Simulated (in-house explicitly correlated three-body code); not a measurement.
Computed with an exponentially correlated three-body code. Model: two electrons around a point charge, non-relativistic, variational in 260 exponentially correlated functions (energies converged to about 1e-7 hartree, or 1e-8 relative for large Z).

For this charge the correlation energy is taken as exact minus Hartree-Fock, from which it differs by microhartrees, and the kinetic parts follow from it.

For two electrons in a singlet the Kohn-Sham orbital is the square root of half the density, so the exact Kohn-Sham potential and energy parts follow from the density alone, and exchange is minus half the Hartree energy. The Kohn-Sham level equals minus the binding energy of the second electron.

Command:
```bash
python run_hyl.py task.json out
```
Settings (lengths in bohr, energies in hartree):
```
Z                      8
interaction_strength   1
functions              260
states_tried           13
```

Cost of the run: 47 s on 1 thread of Intel(R) Xeon(R) Platinum 8259CL CPU @ 2.50GHz (Skylake/Cascade Lake), on a shared host.

**Those bound S and P states to n = 4 that converged, binding against the one-electron ion.**

Given: nuclear charge 8.

Computed: one-electron threshold -32 hartree.

```tsv
term	energy (hartree)	binding (eV)	quantum defect
1 1S	-59.1565951	738.97	0.050171
2 3S	?	?	?
2 3P	-38.2694227	170.6	0.02317
2 1S	-38.2587572	170.31	0.021487
2 1P	-38.0747352	165.3	-0.0082574
3 3S	-34.8384097	77.237	0.062043
3 3P	-34.7635259	75.199	0.022503
3 1S	?	?	?
3 1P	-34.7094103	73.727	-0.0070847
4 3S	-33.5791028	42.97	0.061074
4 1S	-33.5484879	42.137	0.022327
4 3P	-33.5484507	42.135	0.022279
4 1P	-33.5261563	41.529	-0.0066696
```

Q: What belongs in the row 2 3S?

A: energy (hartree): -38.5446473; binding (eV): 178.09; quantum defect: 0.065183.

Q: What belongs in the row 3 1S?

A: energy (hartree): -34.7627956; binding (eV): 75.179; quantum defect: 0.02211.

**Converged states only, values per electron or pair.**

```
term  mean r (bohr)  mean r squared (bohr²)  mean inverse r (1/bohr)  mean r12 (bohr)  mean inverse r12 (1/bohr)  mean cosine  mean p1 dot p2 (bohr⁻²)  delta r1 (bohr⁻³)  delta r12 (bohr⁻³)
1 1S        0.19677                0.051955                   7.6876          0.29041                     4.6879    -0.016588                  0.95103             149.83              15.872
2 3S        0.49705                 0.40235                    4.906          0.83762                     1.4065   -0.0055255                 0.071307             89.601                   -
2 3P              ?                       ?                        ?                ?                          ?            ?                        ?                  ?                   -
2 1S        0.51336                 0.43421                   4.8842          0.86128                     1.6291   -0.0083429                 0.082809             89.049              2.6981
2 1P        0.45414                 0.33504                   4.8703          0.73708                      1.775     0.047424                   3.6956             81.647             0.69997
3 3S         1.0199                  1.9711                   4.3976           1.8653                    0.68422   -0.0018308                 0.020884             83.816                   -
3 3P        0.97247                  1.8029                   4.3923           1.7732                     0.7492    -0.017342                 -0.90914             81.308                   -
3 1S              ?                       ?                        ?                ?                          ?            ?                        ?                  ?                   ?
3 1P        0.99073                  1.8776                   4.3878           1.8037                    0.78555     0.011561                  0.93869             81.509             0.22771
4 3S         1.7571                  6.2472                   4.2223           3.3338                    0.39928  -0.00079352                0.0087349             82.455                   -
4 1S         1.7888                  6.4894                     4.22           3.3964                    0.42312   -0.0011509                 0.011146             82.412             0.32928
4 3P         1.7178                   6.007                   4.2202           3.2563                    0.42552   -0.0068558                 -0.35457             81.416                   -
4 1P         1.7419                  6.1866                   4.2183           3.3023                    0.44077    0.0045534                  0.37559             81.494            0.098787
```

Q: What belongs in the row 2 3P?

A: mean r (bohr): 0.44131; mean r squared (bohr²): 0.31376; mean inverse r (1/bohr): 4.887; mean r12 (bohr): 0.73838; mean inverse r12 (1/bohr): 1.6529; mean cosine: -0.071256; mean p1 dot p2 (bohr⁻²): -3.8773; delta r1 (bohr⁻³): 80.77.

Q: What belongs in the row 3 1S?

A: mean r (bohr): 1.0438; mean r squared (bohr²): 2.0742; mean inverse r (1/bohr): 4.3918; mean r12 (bohr): 1.9109; mean inverse r12 (1/bohr): 0.7433; mean cosine: -0.0026702; mean p1 dot p2 (bohr⁻²): 0.025955; delta r1 (bohr⁻³): 83.698; delta r12 (bohr⁻³): 0.78727.

**Electric-dipole lines between converged S and P states, rate of the upper state's decay.**

| s state | p state | p minus s (eV) | oscillator strength from s | rate (1/s) |
| --- | --- | --- | --- | --- |
| 1 1S | 2 1P | 573.67 | 0.69445 | 3.3056e+12 |
| 1 1S | 3 1P | 665.24 | 0.14615 | 9.355e+11 |
| 1 1S | 4 1P | 697.44 | 0.055159 | 3.8808e+11 |
| 2 1S | 2 1P | 5.0075 | 0.067859 | 2.4611e+07 |
| 2 1S | 3 1P | 96.583 | 0.37349 | 5.0392e+10 |
| 2 1S | 4 1P | 128.78 | 0.093611 | 2.2455e+10 |
| 3 1S | 2 1P | -90.122 | -0.056912 | 2.0058e+10 |
| 3 1S | 3 1P | 1.4527 | 0.11804 | 3.603e+06 |
| 3 1S | 4 1P | ? | ? | ? |
| 4 1S | 2 1P | -123.17 | -0.012312 | 8.1045e+09 |
| 4 1S | 3 1P | -31.59 | -0.12851 | 5.5648e+09 |
| 4 1S | 4 1P | 0.60767 | 0.16439 | 878020 |
| 2 3S | 2 3P | 7.4892 | 0.094854 | 7.6952e+07 |
| 2 3S | 3 3P | 102.89 | 0.34736 | 5.3188e+10 |
| 2 3S | 4 3P | ? | ? | ? |
| 3 3S | 2 3P | -93.363 | -0.059543 | 2.2521e+10 |
| 3 3S | 3 3P | 2.0377 | 0.15875 | 9.5341e+06 |
| 3 3S | 4 3P | 35.102 | 0.37804 | 6.7372e+09 |
| 4 3S | 2 3P | -127.63 | -0.012543 | 8.8655e+09 |
| 4 3S | 3 3P | -32.23 | -0.13696 | 6.1732e+09 |
| 4 3S | 4 3P | 0.83409 | 0.2187 | 2.2007e+06 |

Q: What belongs in the row 3 1S 4 1P?

A: p minus s (eV): 33.651; oscillator strength from s: 0.40647; rate (1/s): 6.6575e+09.

Q: What belongs in the row 2 3S 4 3P?

A: p minus s (eV): 135.95; oscillator strength from s: 0.08906; rate (1/s): 2.381e+10.

**Exact Kohn-Sham parts of the ground state from its density.**

Computed: total energy -59.1565951 hartree; Kohn-Sham kinetic 59.113 hartree; Hartree energy 9.5547 hartree; kinetic part of the DFT correlation energy 0.044036 hartree; potential part of the DFT correlation energy -0.089488 hartree; exact minus restricted Hartree-Fock -0.045452 hartree; Kohn-Sham level -738.97 eV; restricted Hartree-Fock level -739.25 eV; dipole polarisability 0.0026525 bohr³.

Q: What is the exchange energy?

A: -4.7774 hartree.

Q: What is the C6 of two such species?

A: 0.00013003 hartree·bohr⁶.
